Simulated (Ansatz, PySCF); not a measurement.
Gas-phase reaction in SMILES: OB(O)P [phosphanylboronic acid] -> O[B]O + [PH2] (PH2) (the B-P bond at the site shown breaks; other sites are not compared here)
Each molecule is optimised on its own at B3LYP-D3(BJ)/def2-TZVP (Ansatz, a program for electronic structure), one conformer each, not searched for the lowest.
Geometry of the first species:
```xyz
8

O     -0.9983     1.3381     0.3178
B     -0.4900     0.0832     0.1146
O     -1.3400    -0.9763     0.1824
P      1.3505    -0.2649    -0.4092
H     -0.3561     2.0512     0.2737
H     -2.2486    -0.7129     0.3768
H      1.9496     0.6882     0.4541
H      1.5537    -1.3628     0.4590
```
Charge 0, spin multiplicity 1.

Wanted: bond dissociation energy (enthalpy at 298 K, with B3LYP-D3(BJ) rigid-rotor harmonic-oscillator terms from PySCF), in eV. Cores are frozen in the correlated levels unless marked. Open shells are spin-unrestricted. Spin-orbit coupling is left out. No relativistic terms. CBS marks a two-point X^-3 extrapolation of the correlation energy; Hartree-Fock from the larger set. [CCSD(T)-MP2]/basis is that difference in the basis named.

```
level                                                                             program  bond dissociation energy (eV)  minus last row
-------------------------------------------------------------------------  --------------  -----------------------------  --------------
HF/aug-cc-pV(Q+d)Z                                                                 Ansatz                           2.63           -1.20
SVWN5/def2-TZVPD                                                                   Ansatz                           4.24            0.41
r2SCANh/def2-TZVPD                                                                 Ansatz                           3.53           -0.30
r2SCAN0-D4/def2-TZVPD                                                      Ansatz + dftd4                           3.55           -0.28
r2SCAN0/def2-TZVPD                                                                 Ansatz                           3.53           -0.30
HSE06/def2-TZVPD                                                                   Ansatz                           3.64           -0.19
CAM-B3LYP/def2-TZVPD                                                               Ansatz                           3.60           -0.23
LC-wPBE/def2-TZVPD                                                                 Ansatz                           3.64           -0.19
SCS-MP2/cc-pV(D+d)Z                                                                Ansatz                           3.67           -0.16
CCSD/6-31G*                                                                        Ansatz                           3.59           -0.24
CCSD/cc-pV(D+d)Z                                                                   Ansatz                           3.57           -0.26
CCSD(T)/STO-3G                                                                     Ansatz                           4.35            0.52
CCSD(T) with core electrons (1s frozen past Ne)/cc-pwCVTZ                          Ansatz                           3.76           -0.07
RI-MP2/CBS(aug-cc-pV(T+d)Z,aug-cc-pV(Q+d)Z)+[CCSD(T)-MP2]/aug-cc-pV(D+d)Z          Ansatz                           3.84            0.01
RI-MP2/CBS(aug-cc-pV(T+d)Z,aug-cc-pV(Q+d)Z)+[CCSD(T)-MP2]/aug-cc-pV(T+d)Z          Ansatz                           3.83            0.00
```
